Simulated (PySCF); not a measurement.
Molecule: `CSc1ccoc1`, C$_{5}$H$_{6}$OS.

Molfile (atoms numbered from 1):
```
C5H6OS
     RDKit          3D

 13 13  0  0  0  0  0  0  0  0999 V2000
    2.4178    0.2665   -0.3279 C   0  0  0  0  0  0  0  0  0  0  0  0
    1.3302   -1.1513   -0.5439 S   0  0  0  0  0  0  0  0  0  0  0  0
   -0.2217   -0.4113   -0.2320 C   0  0  0  0  0  0  0  0  0  0  0  0
   -1.4743   -1.1128   -0.2760 C   0  0  0  0  0  0  0  0  0  0  0  0
   -2.4275   -0.1883    0.0238 C   0  0  0  0  0  0  0  0  0  0  0  0
   -1.8713    1.0146    0.2467 O   0  0  0  0  0  0  0  0  0  0  0  0
   -0.5332    0.8821    0.0923 C   0  0  0  0  0  0  0  0  0  0  0  0
    3.4403   -0.0930   -0.5041 H   0  0  0  0  0  0  0  0  0  0  0  0
    2.3520    0.6668    0.6949 H   0  0  0  0  0  0  0  0  0  0  0  0
    2.1880    1.0592   -1.0556 H   0  0  0  0  0  0  0  0  0  0  0  0
   -1.6287   -2.1654   -0.5015 H   0  0  0  0  0  0  0  0  0  0  0  0
   -3.5096   -0.2443    0.1114 H   0  0  0  0  0  0  0  0  0  0  0  0
    0.0602    1.7785    0.2413 H   0  0  0  0  0  0  0  0  0  0  0  0
  1  2  1  0
  2  3  1  0
  3  4  1  0
  4  5  2  0
  5  6  1  0
  6  7  1  0
  7  3  2  0
  1  8  1  0
  1  9  1  0
  1 10  1  0
  4 11  1  0
  5 12  1  0
  7 13  1  0
M  END
```

Geometry PBE0-D3(BJ)/def2-SVP throughout; GIAO in PySCF 2.14, gas phase, one conformer, non-relativistic; equivalent atoms averaged; functional PBE0.

For orientation, def2-TZVP gives these absolute shieldings σ: C5 40.1, C7 51.1, C3 54.7, C4 72.2, C1 168.9, O6 37.1, H12 24.03, H13 24.54, H8/H9/H10 29.26 ppm.

A run gave: C5 55.4, C7 65.6, C3 68.3, C4 86.5, C1 175.9, O6 63.3, H12 23.82, H13 24.36, H8/H9/H10 29.04 ppm (absolute shieldings σ).

Which basis set was used in that run?
A. 6-31G
B. aug-cc-pVDZ
C. pcSseg-0
D. 6-31G*

## Answers

B. H13 tells them apart best: aug-cc-pVDZ gives 24.36, pcSseg-0 gives 26.11, 6-31G* gives 25.38, 6-31G gives 25.74 ppm.
